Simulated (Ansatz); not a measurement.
Input for Ansatz (a quantum-chemistry and plane-wave program): R-CCSD(T)/cc-pVDZ on C2H2O2 (SMILES O=CC=O), a point of a torsion scan.

Ansatz 0.2 input:
```yaml
crystal:
  periodic: [false, false, false]
  atoms:
    - {symbol: O, position_ang: [1.53816198, -0.07470243, -0.90278020]}
    - {symbol: C, position_ang: [0.75738305, -0.06212029, -0.00006072]}
    - {symbol: C, position_ang: [-0.74973932, -0.00658700, -0.12213484]}
    - {symbol: O, position_ang: [-1.44294794, -0.80855483, -0.67073269]}
    - {symbol: H, position_ang: [1.07846117, -0.07368777, 1.06420179]}
    - {symbol: H, position_ang: [-1.16575940, 0.88904229, 0.38842519]}
basis:
  gaussian:
    orbitals: cc-pVDZ
magnetization: {spin_polarized: false}
correlation: {method: ccsd_t, electrons: outside_noble_gas}
scf: {lower_state_search: off}
```

It printed:

```
WARN ansatz: RAYON_NUM_THREADS=1 ignored (pool sized by the plan → 1); use --threads N
Functional definition: HF
these checks for a lower state are left out or cut short: stability, starts, cluster_reference, orbital_swaps, neighbouring_geometries, increment
integrals: 0.04 GiB planned
604 factors; integrals over basis functions are off by at most 1.3e-3 eV
mean field: 0.10 GiB planned
mean field evaluation 1: about -6161.8885 eV, gradient 4.4e1 eV
mean field evaluation 2: about -6161.8923 eV, gradient 4.4e1 eV
mean field evaluation 4: about -6166.0027 eV, gradient 3.4e0 eV
mean field evaluation 8: about -6166.0759 eV, gradient 1.1e-1 eV
mean field -6166.07593023 eV, -226.5991109195 hartree, gradient 2.3e-6 eV, S^2 0.000000; 0 other end points of the search recorded, 0 dependent functions left out
4 core orbitals not correlated
reference -6166.07593023 eV, -226.5991109195 hartree; 11, 11 occupied and 51, 51 virtual orbitals, 604 factors
second order -16.69957042 eV of doubles, -0.00000000 eV of singles
coupled cluster: 0.14 GiB planned
cycle   1  -16.58419077 eV  change    1.2e-1 eV  update   1.2e-1
cycle   2  -17.09571014 eV  change   -5.1e-1 eV  update   3.7e-2
cycle   3  -17.25306910 eV  change   -1.6e-1 eV  update   2.0e-2
cycle   4  -17.24171605 eV  change    1.1e-2 eV  update   4.5e-3
cycle   5  -17.24166163 eV  change    5.4e-5 eV  update   1.9e-3
cycle   6  -17.24306865 eV  change   -1.4e-3 eV  update   6.3e-4
cycle   7  -17.24276525 eV  change    3.0e-4 eV  update   2.6e-4
cycle   8  -17.24266202 eV  change    1.0e-4 eV  update   1.1e-4
cycle   9  -17.24267170 eV  change   -9.7e-6 eV  update   6.3e-5
cycle  10  -17.24265950 eV  change    1.2e-5 eV  update   3.1e-5
cycle  11  -17.24266959 eV  change   -1.0e-5 eV  update   1.5e-5
perturbative correction -0.57544261 eV, -0.0211471259 hartree
Total energy: -6183.89404243 eV, -227.2539144654 hartree
Checks for a lower state left out: stability, starts, cluster_reference, orbital_swaps, neighbouring_geometries, increment
```

Self-consistency was reached.

Cost: about 4 core-seconds (a rough figure).
